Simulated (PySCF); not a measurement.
NSi, multiplicity 2. Atoms are numbered in the order given.

```xyz
2

Si     0.0000     0.0000    -0.5212
N      0.0000     0.0000     1.0425
```
Charge 0, spin multiplicity 2.

Geometry optimised at PBE0-D3(BJ)/def2-TZVPD.

Level of theory: B3LYP/def2-TZVPD (PySCF).

Mulliken values depend strongly on the basis, most of all with diffuse functions as here. ESP charges are fitted to the potential on shells at 1.4 to 2.0 van der Waals radii. Atomic charges (e):

| atom | Mulliken | ESP fit | meta-Löwdin | Mulliken spin |
|---|---|---|---|---|
| Si1 | 0.21 | ___ | 0.44 | 0.12 |
| N2 | -0.21 | ___ | -0.44 | 0.88 |

**Question.** Complete the blanks. (The exact figures need the calculation; the answer reports its results.)

**Answer.** 
- Si1, ESP fit: 0.36
- N2, ESP fit: -0.36
